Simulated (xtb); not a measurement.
xtb input (GFN2-xTB):

```bash
xtb mol.xyz --gfn 2 --ohess tight --chrg 0 --uhf 0
```
mol.xyz:
```
6

B      0.30812771    -0.38022233     0.39922582
F      1.54496823    -0.81864504     0.19181965
F     -0.17746950    -0.63173291     1.60824636
N     -0.33918651     0.40551747    -0.52975372
H     -1.26060450     0.73482116    -0.30656034
H      0.02548509     0.57865637    -1.41111795
```

Output:

```
           -------------------------------------------------
          |                Calculation Setup                |
           -------------------------------------------------

           -------------------------------------------------
          |                 G F N 2 - x T B                 |
           -------------------------------------------------

        Reference                      10.1021/acs.jctc.8b01176
      * Hamiltonian:
        H0-scaling (s, p, d)           1.850000    2.230000    2.230000
        zeta-weighting                 0.500000
      * Dispersion:
        s8                             2.700000
        a1                             0.520000
        a2                             5.000000
        s9                             5.000000
      * Repulsion:
        kExp                           1.500000    1.000000
        rExp                           1.000000
      * Coulomb:
        alpha                          2.000000
        third order                    shell-resolved
        anisotropic                    true
        a3                             3.000000
        a5                             4.000000
        cn-shift                       1.200000
        cn-exp                         4.000000
        max-rad                        5.000000

          ...................................................
          :                      SETUP                      :
          :.................................................:
          :  # basis functions                  18          :
          :  # atomic orbitals                  18          :
          :  # shells                           10          :
          :  # electrons                        24          :
          :  max. iterations                   250          :
          :  Hamiltonian                  GFN2-xTB          :
          :  restarted?                      false          :
          :  GBSA solvation                  false          :
          :  PC potential                    false          :
          :  electronic temp.          300.0000000     K    :
          :  accuracy                    1.0000000          :
          :  -> integral cutoff          0.2500000E+02      :
          :  -> integral neglect         0.1000000E-07      :
          :  -> SCF convergence          0.1000000E-05 Eh   :
          :  -> wf. convergence          0.1000000E-03 e    :
          :  Broyden damping             0.4000000          :
          :  net charge                          0          :
          :  unpaired electrons                  0          :
          ...................................................

 iter      E             dE          RMSdq      gap      omega  full diag
   1    -14.7738039 -0.147738E+02  0.796E+00    7.61       0.0  T
   2    -14.8562569 -0.824530E-01  0.494E+00    6.62       1.0  T
   3    -14.8593650 -0.310813E-02  0.180E+00    7.81       1.0  T
   4    -14.8649982 -0.563317E-02  0.541E-01    7.31       1.0  T
   5    -14.8656471 -0.648959E-03  0.286E-01    7.47       1.0  T
   6    -14.8657613 -0.114145E-03  0.638E-02    7.40       1.0  T
[...]
           -------------------------------------------------

      molecular mass/u    :       64.8304191
   center of mass at/Å    :        0.3625264      -0.3905389       0.4602449
  moments of inertia/u·Å² :        0.4954115E+02   0.5270298E+02   0.1022441E+03
rotational constants/cm⁻¹ :        0.3402753E+00   0.3198611E+00   0.1648763E+00

 * 5 selected distances

     #   Z          #   Z                                           value/Å
     1   5 B        2   9 F                                       1.3256692
     1   5 B        3   9 F                                       1.3260220
     1   5 B        4   7 N                                       1.3814245 (max)
     4   7 N        5   1 H                                       1.0034894
     4   7 N        6   1 H                                       1.0033103 (min)

 * 3 distinct bonds (by element types)

   Z      Z             #   av. dist./Å        max./Å        min./Å
   1 H    7 N           2     1.0033998     1.0034894     1.0033103
   5 B    7 N           1     1.3814245     1.3814245     1.3814245
   5 B    9 F           2     1.3258456     1.3260220     1.3256692

           -------------------------------------------------
          |               Frequency Printout                |
           -------------------------------------------------
 projected vibrational frequencies (cm⁻¹)
eigval :       -0.00    -0.00    -0.00     0.00     0.00     0.00
eigval :      333.13   410.58   510.37   510.67   533.14   821.53
eigval :      850.79  1287.43  1408.88  1527.23  3532.48  3577.07
 reduced masses (amu)
   1: 14.19   2: 14.14   3: 16.72   4: 17.50   5: 16.56   6: 16.88   7: 11.85   8: 16.99
   9:  5.43  10:  5.64  11:  5.72  12:  6.44  13: 16.43  14: 12.46  15:  5.87  16:  8.03
  17:  1.51  18:  2.14
 IR intensities (km·mol⁻¹)
   1:  3.52   2:  6.86   3:  0.12   4:  2.24   5:  0.58   6:  1.71   7:  0.13   8: 27.43
   9:  9.34  10:  4.92  11:365.85  12: 16.08  13: 23.17  14:483.33  15:133.97  16:478.67
  17: 23.07  18:  9.48
 Raman intensities (Ä⁴*amu⁻¹)
   1:  0.00   2:  0.00   3:  0.00   4:  0.00   5:  0.00   6:  0.00   7:  0.00   8:  0.00
Molecule has the following symmetry elements: (C2) 2*(sigma)
It seems to be the C2v point group
   9:  0.00  10:  0.00  11:  0.00  12:  0.00  13:  0.00  14:  0.00  15:  0.00  16:  0.00
  17:  0.00  18:  0.00
 output can be read by thermo (or use thermo option).
 writing <g98.out> molden fake output.
 recommended (thermochemical) frequency scaling factor: 1.0
           -------------------------------------------------
          |             Thermodynamic Functions             |
           -------------------------------------------------

c2v symmetry found (for desy threshold:  0.10E+00) used in thermo

          ...................................................
          :                      SETUP                      :
          :.................................................:
          :  # frequencies                          12      :
          :  # imaginary freq.                       0      :
          :  linear?                             false      :
          :  only rotor calc.                    false      :
          :  symmetry                              c2v      :
          :  rotational number                       2      :
          :  scaling factor                  1.0000000      :
          :  rotor cutoff                   50.0000000 cm⁻¹ :
          :  imag. cutoff                  -20.0000000 cm⁻¹ :
          :.................................................:

    mode    ω/cm⁻¹     T·S(HO)/kcal·mol⁻¹    T·S(FR)/kcal·mol⁻¹   T·S(vib)
   ------------------------------------------------------------------------
   ------------------------------------------------------------------------

   temp. (K)  partition function   enthalpy   heat capacity  entropy
                                   cal/mol     cal/K/mol   cal/K/mol   J/K/mol
 298.15  VIB   1.95                  924.883      8.198      4.432
         ROT  0.197E+05              888.752      2.981     22.635
         INT  0.385E+05             1813.635     11.179     27.067
         TR   0.505E+27             1481.254      4.968     38.409
         TOT                        3294.8888    16.1472    65.4756   273.9499

       T/K    H(0)-H(T)+PV         H(T)/Eh          T*S/Eh         G(T)/Eh
   ------------------------------------------------------------------------
    298.15    0.525074E-02    0.401142E-01    0.311096E-01    0.900464E-02
   ------------------------------------------------------------------------

         :::::::::::::::::::::::::::::::::::::::::::::::::::::
         ::                  THERMODYNAMIC                  ::
         :::::::::::::::::::::::::::::::::::::::::::::::::::::
         :: total free energy         -14.759414763953 Eh   ::
         ::.................................................::
         :: total energy              -14.768419403727 Eh   ::
         :: zero point energy           0.034863469875 Eh   ::
         :: G(RRHO) w/o ZPVE           -0.025858830102 Eh   ::
         :: G(RRHO) contrib.            0.009004639774 Eh   ::
         :::::::::::::::::::::::::::::::::::::::::::::::::::::

optimized geometry written to: xtbopt.xyz

           -------------------------------------------------
          | TOTAL ENERGY              -14.768419403727 Eh   |
          | TOTAL ENTHALPY            -14.728305194285 Eh   |
          | TOTAL FREE ENERGY         -14.759414763953 Eh   |
          | GRADIENT NORM               0.000267238156 Eh/α |
          | HOMO-LUMO GAP               7.414193469156 eV   |
           -------------------------------------------------

------------------------------------------------------------------------
------------------------------------------------------------------------
 total:
 SCF:
 ANC optimizer:
 analytical hessian:
Note: The following floating-point exceptions are signalling: IEEE_DENORMAL
normal termination of xtb
```
